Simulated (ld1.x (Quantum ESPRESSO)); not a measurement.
## revPBE TM semilocal dataset for gallium, scalar-relativistic all-electron reference.

ld1.x (Quantum ESPRESSO) 7.5 was run on this input:

```
&input
   title='Ga', zed=31., rel=1, dft='REVPBE', iswitch=3,
   config='[Ar] 3d10 4s2 4p0',
   nld=2, rlderiv=2.60, eminld=-3.0, emaxld=5.0, deld=0.02
 /
 &inputp
   pseudotype=1, tm=.true., lloc=1,
   nlcc=.false.,
   file_pseudopw='Ga.pp', file_wfcaegen='ae.wfc', file_wfcncgen='nc.wfc'
 /
2
4S  1  0   2.00   0.00  1.85  1.85  0.0
4P  2  1   0.00   0.00  2.40  2.40  0.0
 &test
   configts(1)='4s2 4p0'
 /
```

Command:

```bash
ld1.x < Ga.in > Ga.out
```

Output (shortened: banner, matrices, multipoles, cross overlaps and the repeated all-electron block are left out):

```
Program LD1 v.7.5
     --------------------------- All-electron run ----------------------------

     Ga
     scalar relativistic calculation

     atomic number is 31.00
     dft =REVPBE   lsd =0 sic =0 latt =0  beta=0.20 tr2=1.0E-14
     Exchange-correlation= REVPBE
                           (   1   4   4   4   0   0   0)
     mesh =1205 r(mesh) = 101.09016 a.u. xmin = -7.00 dx = 0.01250
     1 Ry =  13.60569312 eV, c = 137.03599908

     n l     nl                  e(Ry)          e(Ha)          e(eV)
     1 0     1S 1( 2.00)      -752.5537      -376.2769    -10239.0149
     2 0     2S 1( 2.00)       -93.3938       -46.6969     -1270.6875
     2 1     2P 1( 6.00)       -81.3621       -40.6810     -1106.9876
     3 0     3S 1( 2.00)       -11.4983        -5.7492      -156.4426
     3 1     3P 1( 6.00)        -7.8732        -3.9366      -107.1198
     3 2     3D 1(10.00)        -2.0103        -1.0052       -27.3518
     4 0     4S 1( 2.00)        -1.1924        -0.5962       -16.2234
     4 1     4P 1( 0.00)        -0.6605        -0.3303        -8.9869

     final scf error:  5.6E-15 reached in  35 iterations

     Etot =   -3887.780249 Ry,   -1943.890125 Ha,  -52895.945002 eV

     Ekin =    3953.935396 Ry,    1976.967698 Ha,   53796.031621 eV
     Encl =   -9350.725500 Ry,   -4675.362750 Ha, -127223.101630 eV
     Eh   =    1659.917506 Ry,     829.958753 Ha,   22584.328197 eV
     Exc  =    -150.907651 Ry,     -75.453825 Ha,   -2053.203189 eV

     normalization and overlap integrals

     s(1S/1S) =  1.000000  <r> =   0.0486  <r2> =    0.0032  r(max) =   0.0319
     s(2S/2S) =  1.000000  <r> =   0.2178  <r2> =    0.0560  r(max) =   0.1833
     s(2P/2P) =  1.000000  <r> =   0.1907  <r2> =    0.0446  r(max) =   0.1464
     s(3S/3S) =  1.000000  <r> =   0.6518  <r2> =    0.4905  r(max) =   0.5647
     s(3P/3P) =  1.000000  <r> =   0.6792  <r2> =    0.5441  r(max) =   0.5647
     s(3D/3D) =  1.000000  <r> =   0.8072  <r2> =    0.8515  r(max) =   0.5371
     s(4S/4S) =  1.000000  <r> =   2.2201  <r2> =    5.6712  r(max) =   1.8515
     s(4P/4P) =  1.000000  <r> =   2.8825  <r2> =    9.6939  r(max) =   2.3187

     ------------------------ End of All-electron run ------------------------

     --------------------- Generating NC pseudopotential ---------------------

      Generating local pot.: lloc=1, matching radius rcloc =   2.4000

      Wfc   4S  rcut= 1.852  Using Troullier-Martins method

     ------------------- End of pseudopotential generation -------------------

     Computing logarithmic derivative in   2.61113
     Computing logarithmic derivative in   2.61113
     Computing the partial wave expansion
     R is outside the sphere for l=    0 j= 0.00
       no projector for channel:   1

     ---------------------- Testing the pseudopotential ----------------------

     Ga
     scalar relativistic calculation

     atomic number is 31.00   valence charge is  3.00
     dft =REVPBE   lsd =0 sic =0 latt =0  beta=0.20 tr2=1.0E-14
     mesh =1205 r(mesh) = 101.09016 xmin = -7.00 dx = 0.01250

     n l     nl             e AE (Ry)        e PS (Ry)    De AE-PS (Ry)
     1 0     4S   1( 2.00)       -1.19240       -1.19240        0.00000
     2 1     4P   1( 0.00)       -0.66052       -0.66052        0.00000

     eps = 8.0E-15  iter =  4

     Etot =   -3887.780249 Ry,   -1943.890125 Ha,  -52895.945002 eV
     Etotps =    -3.757312 Ry,      -1.878656 Ha,     -51.120836 eV

     Ekin =       1.048639 Ry,       0.524319 Ha,      14.267457 eV
     Encl =      -5.491818 Ry,      -2.745909 Ha,     -74.719993 eV
     Ehrt =       1.623041 Ry,       0.811521 Ha,      22.082599 eV
     Ecxc =      -0.916355 Ry,      -0.458177 Ha,     -12.467641 eV
     Epseu=      -0.020819 Ry,      -0.010410 Ha,      -0.283257 eV

     ---------------------- End of pseudopotential test ----------------------
```

Generation and configuration tests took about 2.1 s on one core of a shared server CPU.

Transferability test of the new file with ld1.x, input:

```
&input
   title='Ga', zed=31., rel=1, dft='REVPBE', iswitch=2,
   config='[Ar] 3d10 4s2 4p0'
 /
 &test
   file_pseudo='Ga.pp', nconf=8,
   configts(1)='4s2 4p0',
   configts(2)='4s2 4p1',
   configts(3)='4s1 4p0',
   configts(4)='4s2 4p0.5',
   configts(5)='4s2 4p1.3',
   configts(6)='4s1 4p1',
   configts(7)='4s1 4p2',
   configts(8)='4s0 4p3'
 /
```

```bash
ld1.x < Ga.test.in > Ga.test.out
```

Pseudopotential blocks of its output, shortened (energy terms left out):

```
     ---------------------- Testing the pseudopotential ----------------------

     n l     nl             e AE (Ry)        e PS (Ry)    De AE-PS (Ry)
     1 0     4S   1( 2.00)       -1.19240       -1.19240        0.00000
     2 1     4P   1( 0.00)       -0.66052       -0.66052        0.00000

     eps = 4.0E-15  iter = 12

     Etot =   -3887.780249 Ry,   -1943.890125 Ha,  -52895.945002 eV
     Etotps =    -3.757312 Ry,      -1.878656 Ha,     -51.120838 eV

     ---------------------- End of pseudopotential test ----------------------

          ---------------------- Testing the pseudopotential ----------------------

     n l     nl             e AE (Ry)        e PS (Ry)    De AE-PS (Ry)
     1 0     4S   1( 2.00)       -0.65282       -0.65200       -0.00083
     2 1     4P   1( 1.00)       -0.18584       -0.18807        0.00223

     eps = 4.8E-16  iter = 22

     Etot =   -3888.193501 Ry,   -1944.096750 Ha,  -52901.567573 eV
     Etotps =    -4.172091 Ry,      -2.086046 Ha,     -56.764194 eV
     dEtot_ae =      -0.413251 Ry
     dEtot_ps =      -0.414779 Ry,   Delta E=       0.001528 Ry

     ---------------------- End of pseudopotential test ----------------------

          ---------------------- Testing the pseudopotential ----------------------

     n l     nl             e AE (Ry)        e PS (Ry)    De AE-PS (Ry)
     1 0     4S   1( 1.00)       -1.90196       -1.89264       -0.00932  !
     2 1     4P   1( 0.00)       -1.29267       -1.28443       -0.00825  !

     eps = 9.1E-15  iter = 20

     Etot =   -3886.238157 Ry,   -1943.119078 Ha,  -52874.963764 eV
     Etotps =    -2.217093 Ry,      -1.108546 Ha,     -30.165084 eV
     dEtot_ae =       1.542092 Ry
     dEtot_ps =       1.540219 Ry,   Delta E=       0.001873 Ry

     ---------------------- End of pseudopotential test ----------------------

          ---------------------- Testing the pseudopotential ----------------------

     n l     nl             e AE (Ry)        e PS (Ry)    De AE-PS (Ry)
     1 0     4S   1( 2.00)       -0.90728       -0.90697       -0.00031
     2 1     4P   1( 0.50)       -0.40840       -0.41004        0.00164

     eps = 1.9E-16  iter = 14

     Etot =   -3888.046402 Ry,   -1944.023201 Ha,  -52899.566200 eV
     Etotps =    -4.023972 Ry,      -2.011986 Ha,     -54.748924 eV
     dEtot_ae =      -0.266153 Ry
     dEtot_ps =      -0.266659 Ry,   Delta E=       0.000506 Ry

     ---------------------- End of pseudopotential test ----------------------

          ---------------------- Testing the pseudopotential ----------------------

     n l     nl             e AE (Ry)        e PS (Ry)    De AE-PS (Ry)
     1 0     4S   1( 2.00)       -0.52151       -0.52013       -0.00137
     2 1     4P   1( 1.30)       -0.07202       -0.07406        0.00205

     eps = 8.3E-15  iter = 28

     Etot =   -3888.231719 Ry,   -1944.115860 Ha,  -52902.087564 eV
     Etotps =    -4.210970 Ry,      -2.105485 Ha,     -57.293167 eV
     dEtot_ae =      -0.451470 Ry
     dEtot_ps =      -0.453658 Ry,   Delta E=       0.002188 Ry

     ---------------------- End of pseudopotential test ----------------------

          ---------------------- Testing the pseudopotential ----------------------

     n l     nl             e AE (Ry)        e PS (Ry)    De AE-PS (Ry)
     1 0     4S   1( 1.00)       -1.27212       -1.27045       -0.00167
     2 1     4P   1( 1.00)       -0.72412       -0.72758        0.00346

     eps = 8.3E-15  iter = 14

     Etot =   -3887.240057 Ry,   -1943.620028 Ha,  -52888.595307 eV
     Etotps =    -3.219364 Ry,      -1.609682 Ha,     -43.801679 eV
     dEtot_ae =       0.540193 Ry
     dEtot_ps =       0.537948 Ry,   Delta E=       0.002244 Ry

     ---------------------- End of pseudopotential test ----------------------

          ---------------------- Testing the pseudopotential ----------------------

     n l     nl             e AE (Ry)        e PS (Ry)    De AE-PS (Ry)
     1 0     4S   1( 1.00)       -0.73245       -0.72987       -0.00258
     2 1     4P   1( 2.00)       -0.24288       -0.24600        0.00312

     eps = 6.2E-15  iter = 17

     Etot =   -3887.714785 Ry,   -1943.857392 Ha,  -52895.054308 eV
     Etotps =    -3.697569 Ry,      -1.848785 Ha,     -50.307991 eV
     dEtot_ae =       0.065465 Ry
     dEtot_ps =       0.059743 Ry,   Delta E=       0.005722 Ry

     ---------------------- End of pseudopotential test ----------------------

          ---------------------- Testing the pseudopotential ----------------------

     n l     nl             e AE (Ry)        e PS (Ry)    De AE-PS (Ry)
     1 0     4S   1( 0.00)       -0.80082       -0.79354       -0.00727  !
     2 1     4P   1( 3.00)       -0.29278       -0.29533        0.00256

     eps = 5.2E-15  iter = 18

     Etot =   -3887.215787 Ry,   -1943.607893 Ha,  -52888.265099 eV
     Etotps =    -3.206145 Ry,      -1.603073 Ha,     -43.621827 eV
     dEtot_ae =       0.564462 Ry
     dEtot_ps =       0.551167 Ry,   Delta E=       0.013295 Ry

     ---------------------- End of pseudopotential test ----------------------
```
